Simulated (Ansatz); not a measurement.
1-methyl-2-(1-methylpyrrol-2-yl)pyrrole (C10H12N2), SMILES Cn1cccc1-c1cccn1C. Atoms are numbered in the order given.

```xyz
24

C     -2.0072     1.5410     0.7235
N     -0.6638     1.7109     0.2100
C     -0.0385     2.9267     0.0695
C      1.2309     2.7159    -0.4356
C      1.3784     1.3149    -0.6157
C      0.1917     0.7029    -0.2131
C     -0.1917    -0.7029    -0.2131
C     -1.3784    -1.3149    -0.6156
C     -1.2309    -2.7159    -0.4357
C      0.0385    -2.9267     0.0696
N      0.6638    -1.7109     0.2100
C      2.0072    -1.5410     0.7235
H     -2.0795     0.5974     1.2800
H     -2.7576     1.5214    -0.0843
H     -2.2428     2.3751     1.3992
H     -0.5495     3.8464     0.3462
H      1.9680     3.4856    -0.6545
H      2.2426     0.7988    -1.0268
H     -2.2426    -0.7988    -1.0267
H     -1.9680    -3.4856    -0.6547
H      0.5494    -3.8464     0.3462
H      2.0795    -0.5974     1.2800
H      2.2428    -2.3751     1.3992
H      2.7576    -1.5215    -0.0843
```
Charge 0, spin multiplicity 1.

Coordinates come from a B3LYP-D3(BJ)/def2-SVP optimisation. The values are those of a single conformer.

Two levels are set side by side: PBE-D3(BJ)/def2-SVP (Ansatz, a quantum-chemistry and plane-wave program) and B3LYP-D3(BJ)/def2-SVP (Ansatz). Each level has its own optimised geometry; the coordinates shown are those of the second. Differences are taken from unrounded values.

```json
[
 {"quantity": "mean bond length (Å)", "B3LYP-D3(BJ)": "1.256"},
 {"quantity": "bond C1–N2 (Å)", "B3LYP-D3(BJ)": "1.448"},
 {"quantity": "bond N2–C3 (Å)", "B3LYP-D3(BJ)": "1.374"},
 {"quantity": "bond N2–C6 (Å)", "B3LYP-D3(BJ)": "1.388"},
 {"quantity": "bond C3–C4 (Å)", "B3LYP-D3(BJ)": "1.382"},
 {"quantity": "bond C4–C5 (Å)", "B3LYP-D3(BJ)": "1.420"},
 {"quantity": "bond C5–C6 (Å)", "B3LYP-D3(BJ)": "1.395"},
 {"quantity": "bond C6–C7 (Å)", "B3LYP-D3(BJ)": "1.457"},
 {"quantity": "bond C7–C8 (Å)", "B3LYP-D3(BJ)": "1.395"},
 {"quantity": "bond C7–N11 (Å)", "B3LYP-D3(BJ)": "1.388"},
 {"quantity": "bond C8–C9 (Å)", "B3LYP-D3(BJ)": "1.420"},
 {"quantity": "bond C9–C10 (Å)", "B3LYP-D3(BJ)": "1.382"},
 {"quantity": "bond C10–N11 (Å)", "B3LYP-D3(BJ)": "1.374"},
 {"quantity": "bond N11–C12 (Å)", "B3LYP-D3(BJ)": "1.448"},
 {"quantity": "bond C1–H13 (Å)", "B3LYP-D3(BJ)": "1.098"},
 {"quantity": "bond C1–H14 (Å)", "B3LYP-D3(BJ)": "1.103"},
 {"quantity": "bond C1–H15 (Å)", "B3LYP-D3(BJ)": "1.099"}
]
```

### Question
What does PBE-D3(BJ) give, and how far is it from B3LYP-D3(BJ)? (The exact figures need the calculation; the answer reports its results.)

### Answer

```csv
quantity,PBE-D3(BJ),PBE-D3(BJ) minus B3LYP-D3(BJ)
mean bond length (Å),1.262,0.006
bond C1–N2 (Å),1.449,0.001
bond N2–C3 (Å),1.379,0.004
bond N2–C6 (Å),1.394,0.006
bond C3–C4 (Å),1.391,0.008
bond C4–C5 (Å),1.422,0.002
bond C5–C6 (Å),1.404,0.010
bond C6–C7 (Å),1.457,0.000
bond C7–C8 (Å),1.404,0.010
bond C7–N11 (Å),1.394,0.006
bond C8–C9 (Å),1.422,0.002
bond C9–C10 (Å),1.391,0.008
bond C10–N11 (Å),1.379,0.004
bond N11–C12 (Å),1.449,0.001
bond C1–H13 (Å),1.106,0.008
bond C1–H14 (Å),1.111,0.008
bond C1–H15 (Å),1.107,0.008
```

GGA bonds tend to be longer and softer than those of functionals with exact exchange. Differences between two approximate levels are no errors against the true value.
